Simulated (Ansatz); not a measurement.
Ansatz (an electronic-structure program) input (PBE0/def2-QZVPP):
A basis named .json is the Basis Set Exchange file of that set.

Ansatz 0.2 input:
```yaml
crystal:
  periodic: [false, false, false]
  atoms:
    - {symbol: O, position_ang: [0.35124896, -0.71821310, -0.08793325]}
    - {symbol: Sn, position_ang: [-1.77460881, -0.78335130, -0.00027416]}
    - {symbol: H, position_ang: [-1.98473348, -2.45914763, -0.10387848]}
    - {symbol: H, position_ang: [-2.14243571, 0.14589372, -1.36638894]}
    - {symbol: H, position_ang: [-2.01125752, -0.04751673, 1.50555967]}
    - {symbol: Sn, position_ang: [1.71351439, 0.90951304, 0.01569140]}
    - {symbol: H, position_ang: [0.53448176, 2.11686784, 0.15880990]}
    - {symbol: H, position_ang: [2.49992889, 0.76108895, -1.47528159]}
    - {symbol: H, position_ang: [2.58733661, 0.50657419, 1.40767583]}
    - {symbol: H, position_ang: [0.76140838, -1.58614256, -0.19389230]}
basis:
  gaussian:
    orbitals: def2-QZVPP.json
hamiltonian:
  xc: {name: PBE0}
total_charge: 1
```

Output:

```
Functional definition: PBE0
integrals: 0.51 GiB planned
1554 factors; their error is unknown
mean field: 4.17 GiB planned
mean field evaluation 1: about -13804.2024 eV, gradient 8.6e1 eV
mean field evaluation 2: about -13706.8055 eV, gradient 1.9e2 eV
mean field evaluation 4: about -13815.6321 eV, gradient 1.7e1 eV
mean field evaluation 8: about -13816.0246 eV, gradient 2.4e-1 eV
mean field evaluation 16: about -13816.1543 eV, gradient 1.8e-4 eV
mean field -13816.15434748 eV, -507.7343073442 hartree, gradient 2.4e-5 eV, S^2 0.000000; 0 other end points of the search recorded, 0 dependent functions left out
reference -13816.15439259 eV, -507.7343090021 hartree; 29, 29 occupied and 402, 402 virtual orbitals, 1554 factors
Total energy: -13816.15439259 eV, -507.7343090021 hartree
```

It need not be the lowest isomer of its formula.
